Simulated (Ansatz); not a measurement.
One change: `[SiH3]OB(O[SiH3])O[SiH3]` becomes `CB(O[SiH3])O[SiH3]`.

Ansatz, PBE0-D4/def2-TZVP geometries, multiplicity 1. Each molecule was computed in one conformer, which needn't be the lowest.

| property | `[SiH3]OB(O[SiH3])O[SiH3]` |
| --- | --- |
| HOMO–LUMO gap (PBE/def2-TZVPP) / eV | 6.50 |
| size of the dipole moment (ωB97M-V/def2-TZVPP) / D | 0.00 |
| HOMO–LUMO gap (B3LYP/def2-TZVPP) / eV | 8.36 |
| LUMO energy (PBE0/def2-TZVPP) / eV | -0.23 |
| HOMO–LUMO gap (PBE0/def2-TZVPP) / eV | 8.80 |
| HOMO energy (PBE/def2-TZVPP) / eV | -7.58 |

Task: What does the change do to each property? (Estimate.)

Result: The calculation gave: 
```tsv
property	`CB(O[SiH3])O[SiH3]`	shift
HOMO–LUMO gap (PBE/def2-TZVPP) / eV	6.27	-0.23
size of the dipole moment (ωB97M-V/def2-TZVPP) / D	0.51	0.51
HOMO–LUMO gap (B3LYP/def2-TZVPP) / eV	8.16	-0.20
LUMO energy (PBE0/def2-TZVPP) / eV	-0.13	0.10
HOMO–LUMO gap (PBE0/def2-TZVPP) / eV	8.59	-0.21
HOMO energy (PBE/def2-TZVPP) / eV	-7.23	0.35
```

With PBE0 the HOMO rises by 0.31 eV and the LUMO rises by 0.10 eV, so the gap narrows by about 0.21 eV. PBE moves the HOMO by 0.35 eV and ωB97M-V by 0.31 eV.

B3LYP here is the variant with VWN-RPA as its local correlation; programs differ in this.
